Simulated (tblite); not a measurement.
Cl2MoO2, charge -1, doublet, at a GFN2-xTB geometry (such geometries of metal compounds can be far from the true shape) (the multiplicity is a formal guess); GFN1-xTB (tblite).

The tblite input:
```
$ tblite run mol.xyz --method gfn1 --charge -1 --spin 1 --etemp 2000 --json tblite.json --no-restart

# file mol.xyz
5

Mo     0.48465740    -0.09009807     0.15996992
O      1.58129813    -0.62530869    -0.94327488
O      0.84317706     0.17459744     1.74351668
Cl    -0.78512742     1.69131697    -0.71922732
Cl    -1.55319094    -1.25662233    -0.05257686
```

What does tblite print? Leave out banner, timings and long lists.


```
xTB calculator
 | screened Coulomb repulsion
 | Coulomb electrostatics
 |  * isotropic Klopman-Ohno-Mataga-Nishimoto electrostatics
 |  * onsite third-order electrostatics
 | DFT-D3(BJ) dispersion correction

halogen bonding energy    0.0000000000000E+00 Eh
repulsion energy          8.0533656267463E-02 Eh
dispersion energy        -2.5051326098003E-03 Eh
number of electrons       3.3000000000000E+01 e
integral cutoff           4.0000000000000E+01 bohr

------------------------------------------------------------
  cycle        total energy    energy error   density error
------------------------------------------------------------
      1     -19.85879435167  -1.9936823E+01   1.1264398E+00
      2     -20.40496821538  -5.4617386E-01   3.5723319E-01
      3     -20.40931254325  -4.3443279E-03   1.9062516E-01
      4     -20.40928116861   3.1374645E-05   2.7085789E-02
      5     -20.40947075660  -1.8958799E-04   1.2613838E-02
      6     -20.40957546726  -1.0471066E-04   2.7307483E-03
      7     -20.40957154585   3.9214106E-06   3.0276128E-03
      8     -20.40957832065  -6.7747967E-06   2.0888916E-04
      9     -20.40957835637  -3.5723815E-08   1.0414383E-05
------------------------------------------------------------

electronic energy        -2.0487606880032E+01 Eh
total energy             -2.0409578356375E+01 Eh

Post processing:
 | Mayer-Wiberg bond orders

[Info] JSON dump of results written to 'tblite.json'
```
